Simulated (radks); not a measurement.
Q: Numerical settings for the silicon ion Si+, [Ne] 3s2 3p1. Method: Dirac Kohn-Sham, BLYP, spin-unpolarised, spherical densities, point nucleus; open shells fill j = l - 1/2 first; computed with a radial shooting solver on a logarithmic mesh with Libxc functionals. The defaults (mesh step 0.008 in ln r, mesh end at 40 bohr or more with all orbitals vanishing there, Anderson mixing 0.5 over 9 steps, residual threshold near 1e-9 with the energy settled to 1e-9 hartree or 1e-11 of itself, here a cap of 73 iterations) give E = -289.7221 hartree and 3p1/2 at -11.538 eV in 14 iterations. Run on one thread of a shared host, so times are rough (Arm Neoverse V2): 0.06 s of CPU time, 0.06 s wall, 14 iterations on 2476 mesh points. One setting is changed at a time: mesh step in ln r 0.2; mesh step in ln r 0.012; mesh step in ln r 0.05; mesh end (bohr) 5; mesh end (bohr) 400; residual threshold 0.1; residual threshold 1e-16; mixing 0.05; linear mixing, mixing 0.8; linear mixing, mixing 0.05; mixing history 3; iteration cap 8. Which runs fail to converge, and which converge to a wrong energy?

A: Not converged within the cap: mesh step in ln r 0.2; residual threshold 1e-16; linear mixing, mixing 0.05; iteration cap 8. Settings that end as converged yet miss the energy by more than 1 mhartree: mesh end (bohr) 5 (+0.0332 hartree).
